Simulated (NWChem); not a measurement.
# CH₇NO₂Si; SMILES O[Si](N)(C)O

```xyz
12

C      0.5448     1.8126     0.0915
Si     0.0751     0.0159     0.0028
N     -1.6342    -0.0692    -0.2203
O      0.9968    -0.6918    -1.1889
O      0.4570    -0.8770     1.3617
H     -0.0667     2.3613     0.8240
H      1.6019     1.9130     0.3802
H      0.4226     2.2977    -0.8899
H     -2.0718    -0.9578    -0.4411
H     -2.0977     0.6808    -0.7213
H      1.3485    -1.5555    -0.9544
H     -0.2023    -0.8376     2.0601
```
Atoms are numbered in this order, from 1.

All runs: NWChem. Pople sets run with spherical d functions. Structure relaxed at the PBE0/def2-SVP level. Not confirmed as a minimum by frequencies. Atomic charges in e: unrestrained fits to the electrostatic potential beside Mulliken populations; buried atoms are poorly determined by the fit.

For level B3LYP/def2-SVP:

| Quantity | Result |
|---|---|
| ESP C1 | -0.38 |
| Mulliken C1 | -0.25 |
| ESP Si2 | 1.22 |
| Mulliken Si2 | 0.70 |
| ESP N3 | -1.03 |
| Mulliken N3 | -0.37 |
| ESP O4 | -0.79 |
| Mulliken O4 | -0.39 |
| ESP O5 | -0.76 |
| Mulliken O5 | -0.41 |

How do the values read with level Hartree-Fock/6-31G* instead?


* **ESP C1**: -0.50
* **Mulliken C1**: -0.82
* **ESP Si2**: 1.51
* **Mulliken Si2**: 1.45
* **ESP N3**: -1.24
* **Mulliken N3**: -1.09
* **ESP O4**: -0.91
* **Mulliken O4**: -0.90
* **ESP O5**: -0.88
* **Mulliken O5**: -0.91
